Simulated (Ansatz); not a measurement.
Cost and result for the atomization energy of C4H9F3OSn, SMILES `CC(C)(C)[O][Sn]([F])([F])[F]` (18 atoms, 17 bonds).

Cartesian coordinates in Å:
```
C -1.207 -1.118 1.187
C -0.441 -0.243 0.209
C -0.533 -0.797 -1.202
C -0.930 1.194 0.269
O 0.925 -0.313 0.673
Sn 2.374 0.606 -0.178
F 2.691 0.109 -1.977
F 3.946 0.207 0.781
F 2.217 2.492 -0.209
H -2.267 -1.137 0.927
H -0.823 -2.139 1.163
H -1.103 -0.732 2.202
H -0.137 -1.814 -1.240
H -1.572 -0.817 -1.540
H 0.030 -0.183 -1.912
H -1.984 1.253 -0.011
H -0.816 1.595 1.277
H -0.372 1.836 -0.421
```

Total charge 0; spin multiplicity 1. Correlated methods include outer-core shells of Sn, which these sets cover unevenly. Sn: def2 effective core potential. The structure was optimised at the PBE0-D4/def2-TZVP level. It is one conformer, not always the lowest. Program: Ansatz. All runs use 4 threads of an AMD EPYC 7R13 on a shared host and a share of an NVIDIA H100 80 GB. Times are those of one run each, without the atoms' runs, and a repeat can differ threefold. Electronic energies, without spin–orbit coupling; frozen cores. CCSD(T)/CBS adds CCSD(T) − MP2 in def2-TZVPP to the MP2 limit, and its time is that of the two runs behind it. T1 = 0.014. With those shells the extrapolation isn't a true limit. B3LYP takes the VWN-RPA correlation (the form of Gaussian; ORCA's B3LYP/G). HSE06 is the plane-wave form, built on full-range PBE exchange.

CCSD(T)/CBS is a level of theory with its own doubt, some kJ/mol a heavy atom from the limit and from the frozen cores, so smaller differences don't rank the functionals.

```
                            level  functions  wall time  atomization (kJ/mol)  difference from CCSD(T)/CBS  per bond
              BHLYP-D4/def2-TZVPP        424      2.6 s                6736.5                       -312.9     -18.4
               PBE0-D4/def2-TZVPP        424      2.7 s                6997.5                        -51.9      -3.1
           LDA (SPW92)/def2-TZVPP        424        3 s                8087.5                       1038.1      61.1
               BLYP-D4/def2-TZVPP        424      3.4 s                6994.6                        -54.8      -3.2
              HSE06-D4/def2-TZVPP        424      3.4 s                7000.7                        -48.7      -2.9
                 CCSD(T)/def2-SVP        183      3.8 s                6643.9                       -405.5     -23.9
             revPBE-D4/def2-TZVPP        424      4.1 s                6971.9                        -77.5      -4.6
B3LYP-D4/def2-TZVPP (with forces)        424      4.2 s                6972.8                        -76.6      -4.5
              PBE-QIDH/def2-TZVPP        424      4.3 s                6952.4                        -97.0      -5.7
            r2SCANh-D4/def2-TZVPP        424      7.5 s                6967.7                        -81.7      -4.8
                   MP2/def2-QZVPP        808       11 s                7124.1                         74.7       4.4
               CCSD(T)/def2-TZVPP        424       60 s                6845.6                       -203.8     -12.0
                CCSD(T)/CBS(def2)          –       71 s                7049.4                          0.0       0.0
```

The D4 term adds +73.7 kJ/mol with B3LYP and +39.6 kJ/mol with PBE0; it sums over pairs of atoms, weighted by their polarisabilities, and B3LYP, whose exchange is more repulsive, gets the larger term. From BLYP to BHLYP (50 % exact exchange), in def2-TZVPP and without D4, the atomization energy moves by −214.6 kJ/mol: exact exchange takes away binding that semilocal exchange gives to molecules. In def2-TZVPP, CCSD(T) changes the Hartree–Fock value by +1799.3 kJ/mol (the triples alone add +117.6 kJ/mol) and MP2 by +1953.2 kJ/mol; breaking electron pairs costs correlation energy, which Hartree–Fock lacks.

Spin–orbit coupling would lower the free Sn atoms strongly, and the atomization energy with them, by more than many differences here. For some Ge, Se and Sn compounds the MP2-based and the directly extrapolated limit differ by 10 to 25 kJ/mol.
